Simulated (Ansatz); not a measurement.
Ansatz (a program for electronic structure) input (CCSD(T)/cc-pV(Q+d)Z):
A basis named .json is the Basis Set Exchange file of that set.

Ansatz 0.2 input:
```yaml
crystal:
  periodic: [false, false, false]
  atoms:
    - {symbol: B, position_ang: [0.66708160, -0.59224179, 0.53641715]}
    - {symbol: Cl, position_ang: [0.97092648, 0.35578601, -1.11165880]}
    - {symbol: Cl, position_ang: [-1.16712696, -0.18159724, 0.95388905]}
basis:
  gaussian:
    orbitals: cc-pV_Q+d_Z.json
total_charge: -1
magnetization: {spin_polarized: false}
correlation: {method: ccsd_t, electrons: outside_noble_gas}
```

End of the output:

```
integrals: 0.63 GiB planned
1131 factors; integrals over basis functions are off by at most 5.2e-4 eV
mean field: 0.64 GiB planned
mean field evaluation 1: about -25680.2146 eV, gradient 1.4e1 eV
mean field evaluation 2: about -25680.2969 eV, gradient 1.5e1 eV
mean field evaluation 4: about -25681.0809 eV, gradient 2.1e0 eV
mean field evaluation 8: about -25681.1367 eV, gradient 8.3e-2 eV
mean field evaluation 16: about -25680.8339 eV, gradient 7.6e0 eV
mean field -25681.13677035 eV, -943.7643690108 hartree, gradient 2.1e-6 eV, S^2 0.000000; 0 other end points of the search recorded, 0 dependent functions left out; unrestricted orbitals would lower it
11 core orbitals not correlated
reference -25681.13677035 eV, -943.7643690108 hartree; 9, 9 occupied and 163, 163 virtual orbitals, 1131 factors
second order -14.32290120 eV of doubles, -0.00000000 eV of singles
coupled cluster: 1.01 GiB planned
cycle   1  -14.85852690 eV  change   -5.4e-1 eV  update   8.5e-2
cycle   2  -15.20189033 eV  change   -3.4e-1 eV  update   3.0e-2
cycle   3  -15.29268632 eV  change   -9.1e-2 eV  update   1.7e-2
cycle   4  -15.27892611 eV  change    1.4e-2 eV  update   6.2e-3
cycle   5  -15.27880177 eV  change    1.2e-4 eV  update   2.4e-3
cycle   6  -15.27970761 eV  change   -9.1e-4 eV  update   8.8e-4
cycle   7  -15.27954799 eV  change    1.6e-4 eV  update   2.8e-4
cycle   8  -15.27964263 eV  change   -9.5e-5 eV  update   1.1e-4
cycle   9  -15.27963239 eV  change    1.0e-5 eV  update   3.7e-5
cycle  10  -15.27960094 eV  change    3.1e-5 eV  update   1.2e-5
cycle  11  -15.27961108 eV  change   -1.0e-5 eV  update   4.7e-6
perturbative correction -0.79737443 eV, -0.0293029700 hartree
Total energy: -25697.21375587 eV, -944.3551873311 hartree
```
